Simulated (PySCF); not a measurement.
**Peak assignment**

Numbering as in the mapped SMILES `[BH2:1][NH:2][c:3]1[cH:4][cH:5][cH:6][cH:7][cH:8]1`. Each H is labelled by its parent atom.

Computed data (PySCF 2.14): J couplings at B3LYP/pcJ-1 (spin–dipole term only in couplings to heteroatoms), coordinates at the PBE0-D3(BJ)/def2-SVP level, σ from GIAO-PBE0/pcSseg-1. Gas phase, relativity neglected, fast rotation and ring inversion assumed for equivalent nuclei, one conformer.

Scale: ¹³C, ¹H vs TMS (reference shieldings calculated alike).

Task: Assign these signals to the numbered atoms. ¹³C{¹H} NMR (computed): δ 148.1 (C), 135.0 (CH), 128.6 (CH), 121.3 (CH).

Result: 
| δ (ppm) | atoms | environment | reason |
| --- | --- | --- | --- |
| 148.1 | C3 | aromatic carbon bearing nitrogen | an ipso carbon deshielded by its heteroatom |
| 135.0 | C5/C7 | aromatic CH | the aromatic region |
| 128.6 | C6 | aromatic CH | – |
| 121.3 | C4/C8 | aromatic CH | – |

Task: Assign these signals to the numbered atoms. ¹H NMR (400 MHz, computed): δ 7.39 (m, 2H), 7.30 (m, 2H), 7.11 (m, 1H), 6.56 (br s, 1H), 5.31 (br, 2H).

Result: 
7.39 → H(C5)/H(C7), hydrogen on an aromatic CH: the ring current deshields protons in the ring plane
7.30 → H(C4)/H(C8), hydrogen on an aromatic CH
7.11 → H(C6), hydrogen on an aromatic CH
6.56 → H(N2), hydrogen on an aniline-type nitrogen: exchangeable, gas-phase position
5.31 → H(B1), hydrogen on a boron bonded to N

H(C5)/H(C7) and H(C4)/H(C8) lie closer than the usual error of such a calculation, so a measured spectrum could show them in the other order.

OH and NH positions are those of a molecule without intermolecular hydrogen bonds; in solution they move with solvent, concentration and temperature, and exchange usually removes their couplings. Hydrogens on boron are broadened and split by ¹¹B (spin 3/2, 80 %) and 10B (spin 3). Splittings below 1 Hz are ignored in the labels, and close J values are merged. Couplings among chemically equivalent protons are left out too, so labels in AA′BB′ or AA′XX′ sets are apparent multiplicities. Unscaled 3J(H,H) at this level run about 10 % above measured values. Shifts are as computed. Against solution values, carbons near 30 ppm lie about +2 ppm off and those near 130 ppm about +5 ppm. Of 1313 compounds with measured shifts, 239 miss one by over three times the rms of a fit or turn the order of signals round; such compounds aren't used in these exercises. Couplings to exchangeable protons are dropped.
